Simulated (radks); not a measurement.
Question: These are the eigenvalues of the occupied orbitals of an atom or ion with whole-number occupations (hartree). Calculated with a radial shooting solver on a logarithmic mesh with Libxc functionals: scalar-relativistic Kohn-Sham, BLYP, spin-polarised, spherical densities, point nucleus.

| orbital | eigenvalue |
|---|---|
| 1s | -162.8640 |
| 2s | -18.65146 |
| 2p | -15.49394 |
| 3s | -3.16787 |
| 3p | -2.36831 |

Which element is it, and in what charge state? The configuration may be excited. Open shells, if any, are filled with parallel spins first.

Answer: Z = 21, scandium, charge +3: Sc3+ in [Ar]. The list shows which subshells hold electrons but not how many an open one holds; the 1s level, -162.86 hartree, gives Z - s = 18.0 by -(Z - s)^2/2, which with screening and relativity narrows Z to a few neighbours, and the depths of the outer levels then fix element, charge and occupations together.
